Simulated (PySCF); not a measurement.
**Finite-field polarisability of Be (beryllium, neutral)**

[He] 2s2, closed-shell 1S. All numbers are calculated (PySCF 2.14, no relativity, point nucleus, in def2-QZVPPD (7s4p2d1f, 36 functions)). Frozen: 1s2. Energy changes in a uniform field (μhartree):

```
axis  F (au)        HF       MP2      CCSD   CCSD(T)
   x  0.0021  -100.230   -93.389   -83.381   -83.381
   x  0.0042  -401.068  -373.724  -333.713  -333.713
```

Task: Derive α along x at CCSD(T) from the two fields.

Result: With ΔE = −αF²/2 − γF⁴/24, α = −(16 ΔE(F) − ΔE(2F))/(6F²) = 37.81 bohr³.

Task: And the mean polarisability at each level?

Result: HF 45.45, MP2 42.35, CCSD 37.81, CCSD(T) 37.81 bohr³. Reference: 37.74 ± 0.03 bohr³ (recommended; Schwerdtfeger and Nagle, table of static dipole polarizabilities (2023 update)).
